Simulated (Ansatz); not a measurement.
C₂H₂N₂O₂Sn (`O=C=[N][SnH2][N]=C=O`), relaxed with RKS PBE-D4/def2-SVP in Ansatz from a rough embedded geometry. The force threshold is 0.03 eV/Å; the program also tests the step.

Charge 0, multiplicity 1. Sn: def2 effective core potential.

Start:

```xyz
9

O    -0.809   -2.410    1.438
C    -1.204   -1.362    1.089
N    -1.636   -0.251    0.725
Sn   -0.325    1.262    0.009
N     0.773    0.537   -1.511
C     1.499   -0.523   -1.388
O     2.188   -1.513   -1.272
H    -1.214    2.662   -0.451
H     0.727    1.598    1.361
```

(1) How much energy does the relaxation release, and in how many steps? (Best estimate.)

(2) Which bonds change most? (An estimate is asked.)

(3) Give the relaxed structure. (An estimate is asked.)

## Answers

(1) Computed: 41.12 kJ/mol, in 9 steps.

(2) The calculation gave: N3–Sn4 from 2.126 to 2.044 Å; N5–C6 from 1.291 to 1.220 Å; Sn4–N5 from 2.010 to 2.043 Å; C6–O7 from 1.211 to 1.183 Å.

(3) The calculation gave: 
```xyz
9

O    -1.458   -2.528    1.634
C    -1.387   -1.408    1.260
N    -1.401   -0.245    0.890
Sn   -0.248    1.275    0.158
N     0.968    0.481   -1.280
C     1.696   -0.460   -1.550
O     2.416   -1.335   -1.889
H    -1.316    2.331   -0.654
H     0.730    1.888    1.431
```
